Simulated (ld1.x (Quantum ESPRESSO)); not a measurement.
**An all-electron radial function and its pseudo partner (Zr (Z = 40))**

Columns: radius, all-electron u(r) and pseudo u(r) of the 5s shell (level -4.60 eV) of zirconium in the configuration [Kr] 4d2 5s2 5p0; LDA (PZ), scalar-relativistic, ultrasoft scheme, ld1.x (Quantum ESPRESSO) 7.5.

| r (bohr) | all-electron | pseudo |
| --- | --- | --- |
| 0.222 | 0.0621 | 0.0548 |
| 0.445 | 0.1081 | 0.1099 |
| 0.668 | -0.1528 | 0.1651 |
| 0.890 | -0.2754 | 0.2201 |
| 1.112 | -0.2311 | 0.2746 |
| 1.335 | -0.0952 | 0.3284 |
| 1.558 | 0.0675 | 0.3802 |
| 1.780 | 0.2196 | 0.4288 |
| 2.002 | 0.3461 | 0.4731 |
| 2.225 | 0.4433 | 0.5119 |
| 2.448 | 0.5118 | 0.5437 |
| 2.670 | 0.5554 | 0.5672 |
| 2.892 | 0.5787 | 0.5815 |
| 3.115 | 0.5857 | 0.5859 |
| 3.338 | 0.5799 | 0.5799 |
| 3.560 | 0.5647 | 0.5647 |
| 3.782 | 0.5426 | 0.5426 |
| 4.005 | 0.5156 | 0.5156 |
| 4.228 | 0.4855 | 0.4855 |
| 4.450 | 0.4538 | 0.4538 |
| 4.672 | 0.4215 | 0.4215 |
| 4.895 | 0.3890 | 0.3890 |
| 5.118 | 0.3574 | 0.3574 |
| 5.340 | 0.3269 | 0.3269 |
| 5.562 | 0.2980 | 0.2980 |
| 5.785 | 0.2706 | 0.2706 |

(1) How many radial nodes do the two functions have?

(2) At about which radius was the pseudo-wave matched?

(3) Is the pseudo-wave norm-conserving?

Results:

(1) The all-electron 5s function has n − l − 1 = 4 (the table is too coarse to show those close to the nucleus); the pseudo-wave has 0, since the states of the same l below it are removed with the core.

(2) 3.25 bohr, where the columns begin to agree (steps of 0.22 bohr).

(3) No, it belongs to an ultrasoft set: the norm inside the radius is not constrained, and the difference is carried by the augmentation charge.
